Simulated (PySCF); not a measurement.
B(F)(NH2)(NMe2) (C2H8BFN2), SMILES CN(C)B(N)F. Atoms are numbered in the order given.

```xyz
14

B      0.6124    -0.4603     0.1331
F      1.5378    -0.6160    -0.8565
N      0.8290    -1.1756     1.3426
H      0.1645    -1.2418     2.1084
H      1.6546    -1.7599     1.4557
N     -0.4916     0.4125    -0.1136
C     -0.7262     0.9974    -1.4171
C     -1.5004     0.7150     0.8740
H     -1.6868     0.6461    -1.8646
H     -0.7795     2.1105    -1.3633
H      0.0939     0.7239    -2.1054
H     -1.6904     1.8122     0.9303
H     -2.4816     0.2282     0.6536
H     -1.1790     0.3936     1.8836
```

Geometry: PBE-D3(BJ)/def2-SVP. Other conformers were not sampled.

Computed with PBE-D3(BJ)/def2-SVP in PySCF.

No scaling factor is applied to the harmonic values.

**Question.** Give all harmonic wavenumbers and intensities. (The exact figures need the calculation; the answer reports its results.)

**Answer.** 
```csv
mode,ν (cm⁻¹),IR (km/mol),moving atoms (share of kinetic energy)
1,77,3.2,"H 40 %, C 23 %, N 21 %, F 15 %"
2,125,0.2,"H 63 %, N 17 %, F 11 %, C 9 %"
3,185,6.0,"H 68 %, N 22 %"
4,219,84.1,"H 75 %, N 19 %"
5,247,73.9,"H 66 %, N 25 %"
6,253,18.5,"H 37 %, C 26 %, F 18 %, N 17 %"
7,350,3.4,"H 32 %, C 31 %, F 21 %, N 15 %"
8,407,2.2,"H 37 %, C 20 %, F 18 %, N 16 %, B 9 %"
9,440,2.1,H 92 %
10,475,3.3,"N 28 %, F 25 %, C 23 %, H 16 %"
11,611,17.9,"B 80 %, N 12 %"
12,701,4.1,"C 33 %, N 28 %, H 23 %, F 12 %"
13,838,2.5,"H 55 %, N 24 %, F 20 %"
14,1003,16.0,"H 42 %, C 33 %, N 20 %"
15,1052,3.3,"H 75 %, C 24 %"
16,1080,0.8,"H 80 %, C 20 %"
17,1132,2.4,"H 69 %, C 20 %, N 11 %"
18,1192,102.8,"H 37 %, B 28 %, C 15 %, N 15 %"
19,1237,12.5,"N 57 %, C 29 %"
20,1343,116.3,"B 45 %, H 38 %, N 10 %"
21,1385,39.2,"H 74 %, C 12 %, B 12 %"
22,1399,75.1,"H 67 %, C 21 %"
23,1402,3.0,H 94 %
24,1415,14.3,H 96 %
25,1420,63.3,"H 84 %, B 9 %"
26,1429,12.3,H 95 %
27,1506,111.0,"H 60 %, N 23 %, B 15 %"
28,1557,438.8,"H 41 %, N 30 %, B 28 %"
29,2901,64.1,H 96 %
30,2910,116.8,H 96 %
31,2953,100.2,"H 91 %, C 9 %"
32,2962,1.9,"H 91 %, C 9 %"
33,3060,23.1,"H 91 %, C 9 %"
34,3091,4.6,"H 91 %, C 9 %"
35,3557,42.9,H 96 %
36,3663,27.2,"H 91 %, N 9 %"
```
